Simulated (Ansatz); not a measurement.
Ge₄O₁₀H₄, relaxed as a singlet with RKS PBE-D4/def2-SVP in Ansatz, starting from the GFN1-xTB geometry. Force threshold 0.03 eV/Å.

The structure holds 4 bonds between oxygen atoms, so isomers without such links may lie far lower. Another isomer (singlet) lies 8.58 eV lower at PBE0-D4/def2-SVP; other spin states weren't run for this one.

Start:

```xyz
18

Ge    1.981    0.497    0.643
Ge    0.349   -2.345    0.115
Ge   -0.135    0.168   -2.872
Ge   -1.201    1.054    0.133
O     1.770    1.500    2.154
O     0.807    1.371   -1.766
O    -2.342    2.178    0.396
O     0.602   -1.482   -2.474
O    -1.589    0.013   -1.345
O     1.315   -1.910   -1.298
O     0.571    1.437   -0.372
O     0.406   -0.832    1.213
O     0.627    2.324    2.344
O    -0.825   -0.167    1.404
H    -0.052    1.698    2.642
H    -1.068   -2.605   -0.153
H     1.205   -3.286    0.861
H    -2.423    0.387   -1.626
```

(1) Estimate the energy that the relaxation releases and the steps that it takes.

(2) Does the start keep its bonding?

(3) Predict the relaxed structure.

Results:

(1) 72.0 kJ/mol, in 11 steps; 1.9 min on 4 threads of Intel Xeon on a shared host. No frequencies were taken in this run, so the end may be a saddle point.

(2) By distances, no bond broke or formed. The bond that changes most is Ge4–O9, from 1.85 to 1.93 Å (atoms count from 1).

(3) 
Cartesian coordinates in Å:
```
Ge 2.112 0.572 0.721
Ge 0.384 -2.416 0.044
Ge -0.149 0.134 -2.885
Ge -1.129 1.195 0.307
O 1.597 1.615 2.174
O 1.007 1.204 -1.784
O -2.372 2.243 0.623
O 0.400 -1.633 -2.522
O -1.483 0.190 -1.304
O 1.322 -1.911 -1.411
O 0.696 1.434 -0.371
O 0.525 -0.870 1.132
O 0.289 2.263 2.002
O -0.788 -0.274 1.424
H -0.171 1.940 2.809
H -1.110 -2.668 -0.192
H 1.267 -3.425 0.814
H -2.398 0.405 -1.582
```
Bond lengths: 12 × Ge–O 1.66 to 2.18 Å; 4 × O–O 1.47 Å; 2 × Ge–H 1.53 to 1.55 Å; 2 × H–O 0.98 Å.
